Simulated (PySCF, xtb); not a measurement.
B(F)(Me)(OH) (CH4BFO), SMILES CB(O)F. Other conformers were not sampled.

Harmonic wavenumbers (cm⁻¹) from xtb 6.7.1 with GFN2-xTB at its own minimum, in rising order: 70, 295, 407, 421, 651, 760, 875, 879, 934, 1214, 1335, 1383, 1475, 1480, 3030, 3042, 3075, 3597.

What does PBE0-D3(BJ)/def2-SVP in PySCF give at its own minimum? (The exact figures need the calculation; the answer reports its results.)

75, 332, 455, 464, 638, 786, 866, 906, 1012, 1266, 1398, 1413, 1437, 1481, 3064, 3148, 3189, 3889. Paired by order, the mean absolute difference is 56 cm⁻¹ and the zero-point energies are 35.6 and 36.9 kcal/mol.
